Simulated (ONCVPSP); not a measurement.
## hafnium: ONCV pseudisation with PBE, scalar-relativistic reference atom.

The input file (ONCVPSP 4.0.1):

```
# ATOM AND REFERENCE CONFIGURATION
# atsym  z   nc   nv     iexc    psfile
  Hf 72.00    9    4        4      upf
#
#   n    l    f
    1    0    2.00
    2    0    2.00
    2    1    6.00
    3    0    2.00
    3    1    6.00
    3    2   10.00
    4    0    2.00
    4    1    6.00
    4    2   10.00
    4    3   14.00
    5    0    2.00
    5    1    6.00
    5    2    2.00
#
# PSEUDOPOTENTIAL AND OPTIMIZATION
# lmax
    3
#
#   l,   rc,      ep,       ncon, nbas, qcut
    0    1.75    0.00    5   10    6.20
    1    2.25    0.00    4    7    5.10
    2    1.80    0.00    3    8    5.70
    3    0.95    0.00    5    8   15.00
#
# LOCAL POTENTIAL
# lloc, lpopt,  rc(5),   dvloc0
    4    5    0.75    0.00
#
# VANDERBILT-KLEINMAN-BYLANDER PROJECTORs
# l, nproj, debl
    0    2    0.40
    1    2    0.80
    2    1    2.10
    3    2    1.10
#
# MODEL CORE CHARGE
# icmod, fcfact, rcfact
    3    1.75    1.25
#
# LOG DERIVATIVE ANALYSIS
# epsh1, epsh2, depsh
   -5.00    5.00    0.04
#
# OUTPUT GRID
# rlmax, drl
    6.00    0.01
#
# TEST CONFIGURATIONS
# ncnf
    4
# nvcnf
#   n    l    f
    5
    4    3   14.00
    5    0    2.00
    5    1    6.00
    5    2    2.00
    6    0    2.00
#
    5
    4    3   14.00
    5    0    2.00
    5    1    6.00
    5    2    2.00
    6    0    1.00
#
    4
    4    3   14.00
    5    0    2.00
    5    1    6.00
    5    2    1.00
#
    4
    4    3   14.00
    5    0    2.00
    5    1    6.00
    5    2    0.00
#
```

Command:

```bash
oncvpsp.x < Hf.dat > Hf.out
```

The program printed (shortened: citation, most of the input echo, consistency checks and plot data are left out):

```
ONCVPSP  (Optimized Norm-Conservinng Vanderbilt PSeudopotential)
scalar-relativistic version 4.0.1

#   n    l    f        energy (Ha)
    1    0    2.00    -2.3998645E+03
    2    0    2.00    -4.1087787E+02
    2    1    6.00    -3.6081309E+02
    3    0    2.00    -9.4047889E+01
    3    1    6.00    -7.9093717E+01
    3    2   10.00    -6.1405874E+01
    4    0    2.00    -1.9390473E+01
    4    1    6.00    -1.4485495E+01
    4    2   10.00    -8.1494512E+00
    4    3   14.00    -1.1726605E+00
    5    0    2.00    -3.0165004E+00
    5    1    6.00    -1.8604542E+00
    5    2    2.00    -6.1387286E-01

Reference configufation results
  iterations    32
  all-electron total energy (Ha)   -1.50774026D+04

Begin loop to  construct optimized pseudo wave functions
and semi-local pseudopoentials for all angular momenta

WARNING wellstate: negative energy specified for n= 6 l=  0
WARNING scattering state with energy  0.25000000
WARNING will be used for the first projector

   Wellstate for l =  0  n =  7
     eigenvalue =   0.2500
     asymptotic potential =   0.7500
     half-point radius =  3.9619

Calculating optimized projector #   1

 for l=   0

    Fraction of norm inside rc  0.935734
    Optimizing pswf for qcut=   6.19 a_B^-1,  ecut=  19.15 Ha
    Residual kinetic energy error=  2.06D-04 Ha

    Energy error per electron        Cutoff
         Ha          eV             Ha
         0.01000     0.27211       12.83
         0.00100     0.02721       16.55
         0.00010     0.00272       33.63
         0.00001     0.00027       93.58

Calculating optimized projector #   2

 for l=   0

    Fraction of norm inside rc  0.058465
    Optimizing pswf for qcut=   6.19 a_B^-1,  ecut=  19.15 Ha
    Residual kinetic energy error=  1.42D-04 Ha

    Energy error per electron        Cutoff
         Ha          eV             Ha
         0.01000     0.27211       10.77
         0.00100     0.02721       15.81
         0.00010     0.00272       20.44
         0.00001     0.00027       69.07

WARNING wellstate: moderately localized bound state found for n= 6 l=  1
WARNING scattering state with energy  0.05000000
WARNING will be used for the first projector

   Wellstate for l =  1  n =  7
     eigenvalue =   0.0500
     asymptotic potential =   0.5500
     half-point radius =  6.3781

Calculating optimized projector #   1

 for l=   1

    Fraction of norm inside rc  0.956820
    Optimizing pswf for qcut=   5.09 a_B^-1,  ecut=  12.96 Ha
    Residual kinetic energy error=  1.80D-05 Ha

    Energy error per electron        Cutoff
         Ha          eV             Ha
         0.01000     0.27211        7.81
         0.00100     0.02721        9.99
         0.00010     0.00272       11.66
         0.00001     0.00027       15.20

Calculating optimized projector #   2

 for l=   1

    Fraction of norm inside rc  0.081959
    Optimizing pswf for qcut=   5.09 a_B^-1,  ecut=  12.96 Ha
    Residual kinetic energy error=  5.22D-06 Ha

    Energy error per electron        Cutoff
         Ha          eV             Ha
         0.01000     0.27211        6.20
         0.00100     0.02721        8.51
         0.00010     0.00272       10.46
         0.00001     0.00027       12.20

Calculating optimized projector #   1

 for l=   2

    Fraction of norm inside rc  0.417114
    Optimizing pswf for qcut=   5.69 a_B^-1,  ecut=  16.21 Ha
    Residual kinetic energy error=  2.18D-05 Ha

    Energy error per electron        Cutoff
         Ha          eV             Ha
         0.01000     0.27211        9.07
         0.00100     0.02721       12.16
         0.00010     0.00272       14.64
         0.00001     0.00027       18.53

WARNING wellstate: negative energy specified for n= 5 l=  3
WARNING scattering state with energy  0.25000000
WARNING will be used for the first projector

   Wellstate for l =  3  n =  5
     eigenvalue =   0.2500
     asymptotic potential =   0.7500
     half-point radius =  3.7520

Calculating optimized projector #   1

 for l=   3

    Fraction of norm inside rc  0.820485
    Optimizing pswf for qcut=  14.99 a_B^-1,  ecut= 112.31 Ha
    Residual kinetic energy error=  2.77D-02 Ha

    Energy error per electron        Cutoff
         Ha          eV             Ha
         0.01000     0.27211      166.81
         0.00100     0.02721      278.25
         0.00010     0.00272      309.95
         0.00001     0.00027      384.00

Calculating optimized projector #   2

 for l=   3

    Fraction of norm inside rc  0.018264
    Optimizing pswf for qcut=  14.99 a_B^-1,  ecut= 112.31 Ha
    Residual kinetic energy error=  1.26D-03 Ha

    Energy error per electron        Cutoff
         Ha          eV             Ha
         0.01000     0.27211       93.56
         0.00100     0.02721      114.71
         0.00010     0.00272      177.72
         0.00001     0.00027      275.75

Construct Vanderbilt / Kleinmman-Bylander projectors

B matrix Hermiticity error, ll=   0
   1   2   -3.7183E-04

  Orthonormal projector coefficients  2.6040E+01  2.0678E+00

B matrix Hermiticity error, ll=   1
   1   2   -1.5957E-04

  Orthonormal projector coefficients  1.6226E+01  8.5607E-01

B matrix Hermiticity error, ll=   3
   1   2    2.2912E-04

  Orthonormal projector coefficients -3.5688E+01 -1.5297E+01

Model core correction analysis
  based on d2Exc/dn_idn_j

d2excae - all-electron derivatives

   -2.268630D-02   -1.171187D-02   -8.392799D-03   -3.187568D-03
   -1.171171D-02   -2.743854D-02   -2.397101D-02   -1.091222D-02
   -8.392675D-03   -2.397099D-02   -2.453144D-02   -1.584949D-02
   -3.187456D-03   -1.091179D-02   -1.584906D-02   -2.400170D-02

d2excps - pseudofunction derivatives with no core correction

   -4.191040D-02   -1.761567D-02   -1.265718D-02   -3.419910D-03
   -1.761562D-02   -2.662907D-02   -2.327283D-02   -1.133666D-02
   -1.265715D-02   -2.327285D-02   -2.319385D-02   -1.582402D-02
   -3.419800D-03   -1.133625D-02   -1.582356D-02   -2.421683D-02

rms 2nd derivative error    5.474844E-03

rmatch, rhocmatch    0.6403   63.2220

Teter function model core charge with specified parameters

d2excps - pseudofunction derivatives with core correction

   -3.631167D-02   -1.621359D-02   -1.175532D-02   -3.378840D-03
   -1.621348D-02   -2.626263D-02   -2.296939D-02   -1.132018D-02
   -1.175526D-02   -2.296940D-02   -2.300527D-02   -1.581963D-02
   -3.378729D-03   -1.131976D-02   -1.581916D-02   -2.422083D-02

rms 2nd derivative error    3.991944E-03

Pseudoatom total energy -299.867481

Diagnostic tests using Vanderbilt-Kleinman-Bylander pseudopotentials
  1 or more projectors used as specified by nproj input data

   l    rcore       rmatch      e in        delta e   norm test  slope test

   0   1.7596950   1.8131232  -3.0165004   0.0000020   1.0001892   1.0001839
   0   1.7596950   1.8131232   0.2500000   0.0000321   1.0002654   1.0002654

   1   2.2623125   2.3310012  -1.8604542  -0.0000982   0.9996349   0.9995846
   1   2.2623125   2.3310012   0.0500000   0.0000122   1.0001121   1.0001121

   2   1.8023093   1.8570313  -0.6138729  -0.0000041   1.0000002   0.9999253

   3   0.9502664   0.9791186  -1.1726605   0.0000051   1.0004724   1.0004502
   3   0.9502664   0.9791186   0.2500000  -0.0000266   1.0007590   1.0007590

 Testing for bound ghosts
   n   l    E NL Schr. Eq   E Basis Diag.   E Cutoff

       0                      -13.690761    145.12  WARNING - GHOST(-)
   1   0       -3.016498       -3.016497    145.12

   2   1       -1.860552       -1.860452     43.89

   3   2       -0.613877       -0.608440     79.18

   4   3       -1.172655       -1.169458    430.77

 Testing for highly-localized positive-energy ghosts
       l    <radius>/rc     E Basis Diag.   E Cutoff

       2        0.897088        1.942661     79.18  WARNING - GHOST(+)

Test configuration 0

   n   l     f        eae           eps        diff
   1   0  2.0000-2399.86452485
   2   0  2.0000 -410.87786526
   2   1  6.0000 -360.81309086
   3   0  2.0000  -94.04788888
   3   1  6.0000  -79.09371685
   3   2 10.0000  -61.40587446
   4   0  2.0000  -19.39047334
   4   1  6.0000  -14.48549530
   4   2 10.0000   -8.14945118
   4   3 14.0000   -1.17266053   -1.17265548    5.05D-06
   5   0  2.0000   -3.01650037   -3.01649832    2.05D-06
   5   1  6.0000   -1.86045423   -1.86055239   -9.82D-05
   5   2  2.0000   -0.61387286   -0.61387698   -4.12D-06

    Total energies and differences
      AE_ref= -1.50774026D+04  AE_tst= -1.50774026D+04  dif=  0.00D+00
      PS_ref= -2.99867481D+02  PS_tst= -2.99867481D+02  dif= -3.81D-08
      PSP excitation error=  3.81D-08

Test configuration 1

psatom: WARNING lschvkbb convergence error n,l,iter=   2   1   6
ea(ii),et,emin,emax -1.828020E+00 -1.898546E+00 -1.898546E+00 -1.898546E+00
run_config: WARNING for fully non-local PS atom, stg. 2
 WARNING no output for configuration 2

Test configuration 2

psatom: WARNING lschvkbb convergence error n,l,iter=   2   1   6
ea(ii),et,emin,emax -1.844304E+00 -1.888767E+00 -1.888767E+00 -1.888767E+00
run_config: WARNING for fully non-local PS atom, stg. 2
 WARNING no output for configuration 3

Test configuration 3

psatom: WARNING lschvkbb convergence error n,l,iter=   4   3   6
ea(ii),et,emin,emax -1.200232E+00 -1.080208E+00 -1.080208E+00 -1.080208E+00
run_config: WARNING for fully non-local PS atom, stg. 1
 WARNING no output for configuration 4

Test configuration 4

psatom: WARNING lschvkbb convergence error n,l,iter=   4   3   6
ea(ii),et,emin,emax -1.227204E+00 -1.104483E+00 -1.104483E+00 -1.104483E+00
run_config: WARNING for fully non-local PS atom, stg. 1
 WARNING no output for configuration 5
```

Note: ghosts flagged at negative energy: s at -372.5 eV; GHOST(+) flagged for d at 52.9 eV. A true bound ghost makes a file unfit for plane-wave use.

The run took about 4.1 s on one core of a shared server CPU.
